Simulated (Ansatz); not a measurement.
These are frozen-core CCSD(T)/cc-pVTZ // PBE0-D4/def2-TZVP (Ansatz, an electronic-structure program) values and carry that method's errors.

Ansatz 0.2 input:
```yaml
crystal:
  periodic: [false, false, false]
  atoms:
    - { symbol: C, position_ang: [1.565876, -1.196622, 0.078864] }
    - { symbol: Ga, position_ang: [-0.005619, -0.001645, -0.000052] }
    - { symbol: C, position_ang: [-1.830541, -0.756566, 0.050714] }
    - { symbol: C, position_ang: [0.256129, 1.952333, -0.130725] }
    - { symbol: H, position_ang: [2.224661, -1.015993, -0.775625] }
    - { symbol: H, position_ang: [1.295208, -2.253478, 0.089423] }
    - { symbol: H, position_ang: [2.153905, -0.983711, 0.976934] }
    - { symbol: H, position_ang: [-2.044639, -1.125025, 1.059532] }
    - { symbol: H, position_ang: [-2.597351, -0.024523, -0.207809] }
    - { symbol: H, position_ang: [-1.920335, -1.613259, -0.622245] }
    - { symbol: H, position_ang: [1.264108, 2.260989, 0.151624] }
    - { symbol: H, position_ang: [-0.465242, 2.492625, 0.487149] }
    - { symbol: H, position_ang: [0.088615, 2.271171, -1.165148] }
basis:
  gaussian: { orbitals: cc-pVTZ }
correlation:
  method: ccsd_t
```

Output:

```
Functional definition: HF
1459 factors; integrals over basis functions are off by at most 1.1e-3 eV
mean field evaluation 1: about -55566.2628 eV, gradient 4.0e1 eV
mean field evaluation 2: about -55566.3350 eV, gradient 4.0e1 eV
mean field evaluation 4: about -55570.3436 eV, gradient 3.1e0 eV
mean field evaluation 8: about -55570.3871 eV, gradient 2.0e-1 eV
mean field evaluation 16: about -55569.6380 eV, gradient 1.6e1 eV
mean field -55570.38730283 eV, -2042.1740664178 hartree, gradient 1.8e-6 eV, S^2 0.000000; 0 other end points of the search recorded, 0 dependent functions left out
12 core orbitals not correlated
reference -55570.38730283 eV, -2042.1740664178 hartree; 17, 17 occupied and 230, 230 virtual orbitals, 1459 factors
second order -19.42059839 eV of doubles, -0.00000000 eV of singles
cycle   1  -20.03895928 eV  change   -6.2e-1 eV  update   9.6e-2
cycle   2  -20.56645802 eV  change   -5.3e-1 eV  update   2.7e-2
cycle   3  -20.65479212 eV  change   -8.8e-2 eV  update   1.2e-2
cycle   4  -20.65448282 eV  change    3.1e-4 eV  update   2.6e-3
cycle   5  -20.65410943 eV  change    3.7e-4 eV  update   8.8e-4
cycle   6  -20.65394148 eV  change    1.7e-4 eV  update   2.3e-4
cycle   7  -20.65389645 eV  change    4.5e-5 eV  update   6.5e-5
cycle   8  -20.65391060 eV  change   -1.4e-5 eV  update   2.1e-5
perturbative correction -0.85272629 eV, -0.0313371133 hartree
Total energy: -55591.89393973 eV, -2042.9644207458 hartree
```

Cost: about 7 core-minutes (a rough figure).
